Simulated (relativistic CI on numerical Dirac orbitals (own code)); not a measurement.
# Ni VI: calculation against measurement

Method of calculation: Dirac-Coulomb-Breit CI, separate exchange-only KLI orbitals for each configuration, a model potential for QED, valence Slater integrals scaled by 0.85, P86 correlation estimate, and configurations built on the next ion tied to the tabulated ionisation energy (semi-empirical) (own radial code, finite nucleus).

CI space (outside the closed core [Ne]): 3s²3p⁶3d⁵, 3s²3p⁶3d⁴4s, 3s²3p⁶3d⁴4p, 3s²3p⁶3d⁴4d, 3s²3p⁶3d⁴5s, 3s²3p⁶3d⁴4f, 3s²3p⁵3d⁶, 3s²3p⁴3d⁷, 3s3p⁶3d⁶, 3s²3p⁶3d⁴5p, 3s²3p⁶3d³4s², 3s²3p⁶3d⁴5d, 3s²3p⁶3d⁴5f, 3s²3p⁶3d⁴5g, 3s²3p⁶3d³4s4p, 3s²3p⁶3d³4p², 3s²3p⁵3d⁵4s, 3s²3p⁶3d³4s4d, 3p⁶3d⁷, 3s²3p⁵3d⁵4p, 3s²3p⁶3d³4p4d. Levels of other configurations are missing.

| Configuration | Term (tabulated) | J | Measured (cm⁻¹) | Computed | Error | Purity (%) |
| --- | --- | --- | --- | --- | --- | --- |
| 3s²3p⁶3d⁵ | 6S | 5/2 | 0.0 | 0 | 0 | 99 |
| 3s²3p⁶3d⁵ | 4G | 11/2 | 41920.9 | 40086 | -1835 | 99 |
| 3s²3p⁶3d⁵ | 4P | 5/2 | 45884.2 | 41305 | -4580 | 93 |
| 3s²3p⁶3d⁵ | 4P | 3/2 | 46104.4 | 41500 | -4605 | 95 |
| 3s²3p⁶3d⁵ | 4P | 1/2 | 46324.8 | 41658 | -4667 | 98 |
| 3s²3p⁶3d⁵ | 4D | 7/2 | 50331.0 | 47192 | -3139 | 98 |
| 3s²3p⁶3d⁵ | 2I | 11/2 | 61196.0 | 59106 | -2090 | 97 |
| 3s²3p⁶3d⁵ | 2I | 13/2 | 61279.5 | 59237 | -2042 | 100 |
| 3s²3p⁶3d⁵ | 2D3 | 5/2 | 64152.4 | 58478 | -5674 | 67 |
| 3s²3p⁶3d⁵ | 2D3 | 3/2 | 65173.5 | 59524 | -5649 | 93 |
| 3s²3p⁶3d⁵ | 2F1 | 7/2 | 67085.1 | 61406 | -5680 | 96 |
| 3s²3p⁶3d⁵ | 2H | 9/2 | 72908.8 | 68192 | -4717 | 83 |
| 3s²3p⁶3d⁵ | 2H | 11/2 | 73756.6 | 68916 | -4841 | 97 |
| 3s²3p⁶3d⁵ | 2G2 | 7/2 | 74627.7 | 70505 | -4123 | 98 |
| 3s²3p⁶3d⁵ | 2G2 | 9/2 | 75441.7 | 71128 | -4314 | 81 |
| 3s²3p⁶3d⁵ | 2F2 | 7/2 | 79608.3 | 74688 | -4921 | 98 |
| 3s²3p⁶3d⁵ | 2S | 1/2 | 86532.1 | 80592 | -5940 | 99 |
| 3s²3p⁶3d⁵ | 2D2 | 3/2 | 96461.2 | 88927 | -7534 | 99 |
| 3s²3p⁶3d⁵ | 2D2 | 5/2 | 96566.5 | 89058 | -7508 | 98 |
| 3s²3p⁶3d⁵ | 2P | 3/2 | 129951.6 | 120624 | -9328 | 98 |
| 3s²3p⁶3d⁵ | 2P | 1/2 | 130025.9 | 120716 | -9310 | 99 |
| 3s²3p⁶3d⁵ | 2D1 | 5/2 | 140922.2 | 129458 | -11464 | 99 |
| 3s²3p⁶3d⁵ | 2D1 | 3/2 | 141006.8 | 129566 | -11441 | 98 |
| 3s²3p⁶3d⁴4s | 6D | 1/2 | 295882.7 | 302880 | 6997 | 99 |
| 3s²3p⁶3d⁴4s | 6D | 3/2 | 296198.1 | 303187 | 6989 | 99 |
| 3s²3p⁶3d⁴4s | 6D | 5/2 | 296696.7 | 303675 | 6978 | 99 |
| 3s²3p⁶3d⁴4s | 6D | 7/2 | 297350.5 | 304314 | 6964 | 99 |
| 3s²3p⁶3d⁴4s | 6D | 9/2 | 298130.5 | 305076 | 6946 | 99 |
| 3s²3p⁶3d⁴4s | 4D | 1/2 | 307843.9 | 314374 | 6530 | 99 |
| 3s²3p⁶3d⁴4s | 4D | 3/2 | 308323.8 | 314842 | 6518 | 99 |
| 3s²3p⁶3d⁴4s | 4D | 5/2 | 309054.9 | 315554 | 6499 | 99 |
| 3s²3p⁶3d⁴4s | 4D | 7/2 | 309977.1 | 316451 | 6474 | 99 |
| 3s²3p⁶3d⁴4s | 4P | 1/2 | 328437.2 | 334985 | 6548 | 97 |
| 3s²3p⁶3d⁴4s | 4H | 7/2 | 329486.2 | 333343 | 3856 | 97 |
| 3s²3p⁶3d⁴4s | 4H | 9/2 | 329754.2 | 333613 | 3859 | 97 |
| 3s²3p⁶3d⁴4s | 4P | 3/2 | 330001.6 | 336481 | 6479 | 98 |
| 3s²3p⁶3d⁴4s | 4H | 11/2 | 330141.0 | 333965 | 3824 | 98 |
| 3s²3p⁶3d⁴4s | 4H | 13/2 | 330580.5 | 334361 | 3780 | 99 |
| 3s²3p⁶3d⁴4s | 4F | 7/2 | 332175.4 | 337905 | 5730 | 87 |
| 3s²3p⁶3d⁴4s | 4F | 9/2 | 332343.6 | 338060 | 5716 | 87 |
| 3s²3p⁶3d⁴4s | 4P | 5/2 | 332344.8 | 338772 | 6428 | 99 |
| 3s²3p⁶3d⁴4s | 4G | 5/2 | 335384.5 | 340610 | 5226 | 88 |
| 3s²3p⁶3d⁴4s | 4G | 7/2 | 335976.0 | 341184 | 5208 | 86 |
| 3s²3p⁶3d⁴4s | 4G † | 9/2 | 336344.9 | 341619 | 5274 | 87 |
| 3s²3p⁶3d⁴4s | 2P | 1/2 | 336404.8 | 342584 | 6179 | 97 |
| 3s²3p⁶3d⁴4s | 4G † | 11/2 | 336430.4 | 342148 | 5718 | 73 |
| 3s²3p⁶3d⁴4s | 2H † | 9/2 | 337007.7 | 340457 | 3449 | 93 |
| 3s²3p⁶3d⁴4s | 2H † | 11/2 | 337993.9 | 340830 | 2836 | 73 |
| 3s²3p⁶3d⁴4s | 2P | 3/2 | 339260.1 | 345352 | 6092 | 97 |
| 3s²3p⁶3d⁴4s | 2F | 7/2 | 339335.8 | 344811 | 5475 | 85 |
| 3s²3p⁶3d⁴4s | 2F | 5/2 | 339482.4 | 344993 | 5510 | 96 |
| 3s²3p⁶3d⁴4s | 2G | 7/2 | 343052.0 | 347988 | 4936 | 89 |
| 3s²3p⁶3d⁴4s | 2G | 9/2 | 343842.6 | 348622 | 4779 | 98 |

Measured levels from Corliss and Sugar, J. Phys. Chem. Ref. Data 10, 197 (1981); pairs were made by configuration, J and term (by order where the table uses no LS term), so strongly mixed levels may be paired wrongly. Some J values or terms of the table were assigned by a fit.

Mean error by configuration (cm⁻¹): 3s²3p⁶3d⁵ -5700; 3s²3p⁶3d⁴4s 5789. Over the excited levels the mean absolute error is 5748 cm⁻¹ (52 of the 54 excited levels that our extract of the source holds in range could be paired, and the others can miss by more), and the median relative error of those above 1,000 cm⁻¹ is 2.4 %. Some levels of the ground configuration have no partner. † marks terms whose computed intervals miss the measured ones by more than a factor of 2.5, or configurations far off the rest, from wrong mixing, a near crossing or a doubtful label or measurement; they are left out of the means.
